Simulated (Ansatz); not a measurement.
FH$_{6}$NO$_{2}$Si$_{2}$, SMILES `O[SiH2]N[SiH](O)F`, relaxed with RKS PBE0-D4/def2-TZVP in the Gaussian-basis code of Ansatz from a GFN2-xTB geometry. The force threshold is 0.005 eV/Å; the program also tests the step.

Charge 0, multiplicity 1.

Start:

```xyz
12

O     1.043   -0.904    1.805
Si   -0.001   -1.621    0.803
N    -0.397   -0.512   -0.481
Si   -0.286    1.191   -0.446
O    -0.473    1.691   -1.972
F     1.216    1.567    0.033
H     1.634   -0.230    1.478
H     0.574   -2.792    0.139
H    -1.152   -1.916    1.649
H    -0.920   -0.894   -1.249
H    -1.133    1.898    0.494
H    -0.103    2.522   -2.253
```

**Question.** How much energy does the relaxation release, and in how many steps? (An estimate is asked.)

**Answer.** Ansatz gave: 13.29 kJ/mol, in 28 steps, 1 of them rejected.

**Question.** Which bonds change most? (Estimate.)

**Answer.** Computed: O1–Si2 from 1.615 to 1.643 Å; Si4–H11 from 1.449 to 1.475 Å; Si2–H8 from 1.463 to 1.486 Å; Si4–F6 from 1.621 to 1.600 Å.

**Question.** Give the relaxed structure. (Estimate.)

**Answer.** The calculation gave: 
```xyz
12

O     1.026   -1.200    2.022
Si   -0.093   -1.483    0.853
N     0.030   -0.399   -0.487
Si   -0.239    1.277   -0.532
O    -0.885    1.629   -1.989
F     1.112    2.125   -0.402
H     1.948   -1.170    1.762
H     0.046   -2.842    0.267
H    -1.379   -1.315    1.561
H     0.308   -0.822   -1.363
H    -1.073    1.673    0.618
H    -0.800    2.527   -2.311
```
